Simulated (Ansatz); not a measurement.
```xyz
8

B    -0.2232   -0.7450    1.2744
O    -0.9295    0.1214    0.5104
C    -0.4063    0.8129   -0.5509
C     0.5594    0.3916   -1.3307
Se    1.7858   -0.1361   -2.3698
H     0.9479   -0.9047    1.0853
H    -0.8456   -1.3048    2.1249
H    -0.8885    1.7648   -0.7436
```

The species carries charge 0 and has multiplicity 1.

Q: List the r2SCAN/def2-TZVPP orbital energies in eV (Ansatz). (Best estimate.)

A: The calculation gave: Occupied: -12334.85, -1575.49, -1412.73, -1412.72, -1412.65, -517.44, -275.38, -275.18, -211.62, -181.16, -155.05, -155.05, -154.78, -55.49, -55.45, -55.25, -55.24, -55.19, -28.47, -21.18, -18.90, -15.91, -13.32, -12.02, -11.30, -11.04, -9.70, -8.48, -8.15, -8.00, -5.51. Lowest empty: -3.77, -1.64, -0.22, 0.95, 1.87, 2.50, 2.80, 3.08.
